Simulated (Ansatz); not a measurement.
Ansatz (a first-principles code) input (B3LYP-D3(BJ)/def2-TZVP):

Ansatz 0.2 input:
```yaml
crystal:
  periodic: [false, false, false]
  atoms:
    - {symbol: Y, position_ang: [0.14006956, -0.12057223, 0.27420535]}
    - {symbol: O, position_ang: [1.30600430, -0.13776531, -1.18696084]}
    - {symbol: F, position_ang: [-1.76786083, 0.64493771, -0.13314690]}
basis:
  gaussian:
    orbitals: def2-TZVP
hamiltonian:
  xc: b3lyp
  dispersion: d3bj
total_charge: -1
magnetization: {spin_polarized: true, initial_magnetization: 1}
phonons: {temperatures: {t_min: 298.15, t_max: 298.15, t_step: 100}}
```

Output:

```
Functional definition: B3LYP
integrals: 0.03 GiB planned
674 factors; their error is unknown
mean field: 0.34 GiB planned
mean field evaluation 1: about -5808.8328 eV, gradient 3.2e1 eV
mean field evaluation 2: about -5670.1830 eV, gradient 1.4e2 eV
mean field evaluation 4: about -5812.4982 eV, gradient 1.3e1 eV
mean field evaluation 8: about -5813.0255 eV, gradient 4.5e-2 eV
mean field evaluation 16: about -5813.0542 eV, gradient 1.3e-4 eV
mean field -5813.05416531 eV, -213.6258003454 hartree, gradient 2.8e-5 eV, S^2 0.750565; 0 other end points of the search recorded, 0 dependent functions left out
the calculation of the forces begins
reference -5813.05437462 eV, -213.6258080376 hartree; 15, 14 occupied and 87, 88 virtual orbitals, 674 factors
these checks for a lower state are left out or cut short: stability, starts, cluster_reference, orbital_swaps, neighbouring_geometries, increment
integrals: 0.03 GiB planned
674 factors; their error is unknown
mean field: 0.34 GiB planned
mean field -5813.05409696 eV, -213.6257978335 hartree, gradient 2.3e-6 eV, S^2 0.750563; 0 other end points of the search recorded, 0 dependent functions left out
the calculation of the forces begins
reference -5813.05430631 eV, -213.6258055273 hartree; 15, 14 occupied and 87, 88 virtual orbitals, 674 factors
these checks for a lower state are left out or cut short: stability, starts, cluster_reference, orbital_swaps, neighbouring_geometries, increment
integrals: 0.03 GiB planned
674 factors; their error is unknown
mean field: 0.34 GiB planned
mean field evaluation 32: about -5813.0541 eV, gradient 2.3e-4 eV
mean field -5813.05410264 eV, -213.6257980426 hartree, gradient 2.3e-6 eV, S^2 0.750566; 0 other end points of the search recorded, 0 dependent functions left out
the calculation of the forces begins
reference -5813.05431192 eV, -213.6258057333 hartree; 15, 14 occupied and 87, 88 virtual orbitals, 674 factors
these checks for a lower state are left out or cut short: stability, starts, cluster_reference, orbital_swaps, neighbouring_geometries, increment
integrals: 0.03 GiB planned
674 factors; their error is unknown
mean field: 0.34 GiB planned
mean field -5813.05412346 eV, -213.6257988074 hartree, gradient 1.8e-6 eV, S^2 0.750562; 0 other end points of the search recorded, 0 dependent functions left out
the calculation of the forces begins
reference -5813.05433274 eV, -213.6258064984 hartree; 15, 14 occupied and 87, 88 virtual orbitals, 674 factors
these checks for a lower state are left out or cut short: stability, starts, cluster_reference, orbital_swaps, neighbouring_geometries, increment
integrals: 0.03 GiB planned
674 factors; their error is unknown
mean field: 0.34 GiB planned
mean field -5813.05413142 eV, -213.6257990999 hartree, gradient 1.6e-6 eV, S^2 0.750567; 0 other end points of the search recorded, 0 dependent functions left out
the calculation of the forces begins
reference -5813.05434076 eV, -213.6258067933 hartree; 15, 14 occupied and 87, 88 virtual orbitals, 674 factors
these checks for a lower state are left out or cut short: stability, starts, cluster_reference, orbital_swaps, neighbouring_geometries, increment
integrals: 0.03 GiB planned
674 factors; their error is unknown
mean field: 0.34 GiB planned
mean field -5813.05414711 eV, -213.6257996766 hartree, gradient 2.3e-6 eV, S^2 0.750566; 0 other end points of the search recorded, 0 dependent functions left out
the calculation of the forces begins
reference -5813.05435646 eV, -213.6258073701 hartree; 15, 14 occupied and 87, 88 virtual orbitals, 674 factors
these checks for a lower state are left out or cut short: stability, starts, cluster_reference, orbital_swaps, neighbouring_geometries, increment
integrals: 0.03 GiB planned
674 factors; their error is unknown
mean field: 0.34 GiB planned
mean field -5813.05411769 eV, -213.6257985954 hartree, gradient 1.3e-6 eV, S^2 0.750563; 0 other end points of the search recorded, 0 dependent functions left out
the calculation of the forces begins
reference -5813.05432697 eV, -213.6258062864 hartree; 15, 14 occupied and 87, 88 virtual orbitals, 674 factors
these checks for a lower state are left out or cut short: stability, starts, cluster_reference, orbital_swaps, neighbouring_geometries, increment
integrals: 0.03 GiB planned
674 factors; their error is unknown
mean field: 0.34 GiB planned
mean field evaluation 64: about -5813.0255 eV, gradient 1.4e-1 eV
mean field -5813.05414004 eV, -213.6257994169 hartree, gradient 7.1e-7 eV, S^2 0.750567; 0 other end points of the search recorded, 0 dependent functions left out
the calculation of the forces begins
reference -5813.05434938 eV, -213.6258071101 hartree; 15, 14 occupied and 87, 88 virtual orbitals, 674 factors
these checks for a lower state are left out or cut short: stability, starts, cluster_reference, orbital_swaps, neighbouring_geometries, increment
integrals: 0.03 GiB planned
674 factors; their error is unknown
mean field: 0.34 GiB planned
mean field -5813.05412715 eV, -213.6257989431 hartree, gradient 1.6e-6 eV, S^2 0.750562; 0 other end points of the search recorded, 0 dependent functions left out
the calculation of the forces begins
reference -5813.05433644 eV, -213.6258066344 hartree; 15, 14 occupied and 87, 88 virtual orbitals, 674 factors
these checks for a lower state are left out or cut short: stability, starts, cluster_reference, orbital_swaps, neighbouring_geometries, increment
integrals: 0.03 GiB planned
674 factors; their error is unknown
mean field: 0.34 GiB planned
mean field -5813.05411533 eV, -213.6257985086 hartree, gradient 1.1e-6 eV, S^2 0.750565; 0 other end points of the search recorded, 0 dependent functions left out
the calculation of the forces begins
reference -5813.05432457 eV, -213.6258061981 hartree; 15, 14 occupied and 87, 88 virtual orbitals, 674 factors
these checks for a lower state are left out or cut short: stability, starts, cluster_reference, orbital_swaps, neighbouring_geometries, increment
integrals: 0.03 GiB planned
674 factors; their error is unknown
mean field: 0.34 GiB planned
mean field -5813.05413907 eV, -213.6257993814 hartree, gradient 1.1e-6 eV, S^2 0.750565; 0 other end points of the search recorded, 0 dependent functions left out
the calculation of the forces begins
reference -5813.05434847 eV, -213.6258070764 hartree; 15, 14 occupied and 87, 88 virtual orbitals, 674 factors
these checks for a lower state are left out or cut short: stability, starts, cluster_reference, orbital_swaps, neighbouring_geometries, increment
integrals: 0.03 GiB planned
674 factors; their error is unknown
mean field: 0.34 GiB planned
mean field evaluation 96: about -5813.0542 eV, gradient 2.9e-6 eV
mean field -5813.05416069 eV, -213.6258001759 hartree, gradient 2.5e-6 eV, S^2 0.750565; 0 other end points of the search recorded, 0 dependent functions left out
the calculation of the forces begins
reference -5813.05437002 eV, -213.6258078684 hartree; 15, 14 occupied and 87, 88 virtual orbitals, 674 factors
these checks for a lower state are left out or cut short: stability, starts, cluster_reference, orbital_swaps, neighbouring_geometries, increment
integrals: 0.03 GiB planned
674 factors; their error is unknown
mean field: 0.34 GiB planned
mean field -5813.05416561 eV, -213.6258003566 hartree, gradient 9.9e-7 eV, S^2 0.750564; 0 other end points of the search recorded, 0 dependent functions left out
the calculation of the forces begins
reference -5813.05437492 eV, -213.6258080486 hartree; 15, 14 occupied and 87, 88 virtual orbitals, 674 factors
Total energy: -5813.13278026 eV, -213.6286893916 hartree
Atom 0 at     0.140070    -0.120572     0.274205 Å, force    -0.001627     0.000176     0.001462 eV/Å
Atom 1 at     1.306004    -0.137765    -1.186961 Å, force     0.000871     0.000074    -0.001422 eV/Å
Atom 2 at    -1.767861     0.644938    -0.133147 Å, force     0.000756    -0.000250    -0.000041 eV/Å
Dipole moment:    -0.292186    -0.009818     0.419783 e Å
Vibrations: 172.86 474.45 775.66 cm⁻¹, zero-point energy 0.088212 eV
```

The spin state was set by rule; other spins were not relaxed.
